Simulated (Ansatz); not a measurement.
A series at Si: from `O[SiH2][SiH](O)O`, ligands are replaced one by one, each step taking up H₂ and setting free H₂O; n counts the steps. Ansatz, PBE0-D4/def2-TZVP geometries. Each molecule was computed in one conformer, which needn't be the lowest.

CBS adds triple-zeta CCSD(T) − MP2 to the MP2 limit, frozen cores; atoms without spin–orbit coupling. 

```
n            molecule  atomization energy, CCSD(T)/CBS (kJ/mol)
0  `O[SiH2][SiH](O)O`                                    4001.9
1   `O[SiH](O)[SiH3]`                                    3426.1
2     `O[SiH2][SiH3]`                                         ?
3      `[SiH3][SiH3]`                                    2246.2
```

Problem. By hand: fit a straight line y = ȳ + b (n − n̄) to the 3 given rows and predict n = 2.

Solution. n̄ = 1.333, ȳ = 3224.73; Σ(n − n̄)(y − ȳ) = -2734.23, Σ(n − n̄)² = 4.667, so b = -585.86 kJ/mol a step. Prediction: 3224.73 + (-585.86) × (0.667) = 2834.0 kJ/mol.

Problem. By hand: compare with the computed value, 2818.6 kJ/mol, and give the steps along the whole series.

Solution. The line misses by -15.4 kJ/mol (computed minus predicted). Steps: -575.8, -607.5, -572.4 kJ/mol.

The steps differ by up to 35.1 kJ/mol, small against a whole step but well beyond the method's doubt, so the ligands' effects don't simply add. The miss is 0.9 % of the series' range. The energies themselves are unsure by some kJ/mol a bond, though much of that is common to the series.
